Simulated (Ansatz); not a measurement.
F₄Ge (SMILES [F][Ge]([F])([F])[F]), singlet, geometry from GFN2-xTB; B3LYP/STO-3G in Ansatz (a first-principles code).

Here is a job for Ansatz.
Ansatz 0.2 input:
```yaml
crystal:
  periodic: [false, false, false]
  atoms:
    - {symbol: F, position_ang: [1.28249365, -1.06843622, -0.11172530]}
    - {symbol: Ge, position_ang: [-0.00000000, -0.00000000, -0.00000000]}
    - {symbol: F, position_ang: [0.58041552, 1.56903814, 0.00809899]}
    - {symbol: F, position_ang: [-1.01772117, -0.21135552, -1.31087792]}
    - {symbol: F, position_ang: [-0.84518800, -0.28924641, 1.41450423]}
basis:
  gaussian:
    orbitals: STO-3G
hamiltonian:
  xc: b3lyp
```

Output, abridged:

```
Functional definition: B3LYP
484 factors; integrals over basis functions are off by at most 2.8e-5 eV
mean field evaluation 1: about -66571.7537 eV, gradient 3.1e1 eV
mean field evaluation 2: about -66573.2477 eV, gradient 2.4e1 eV
mean field evaluation 4: about -66575.3825 eV, gradient 7.5e-2 eV
mean field evaluation 8: about -66575.3872 eV, gradient 2.3e-3 eV
mean field -66575.38722635 eV, -2446.6003541502 hartree, gradient 3.7e-6 eV, S^2 0.000000; 0 other end points of the search recorded, 0 dependent functions left out
reference -66575.38733403 eV, -2446.6003581073 hartree; 34, 34 occupied and 4, 4 virtual orbitals, 484 factors
Total energy: -66575.38733403 eV, -2446.6003581073 hartree
```
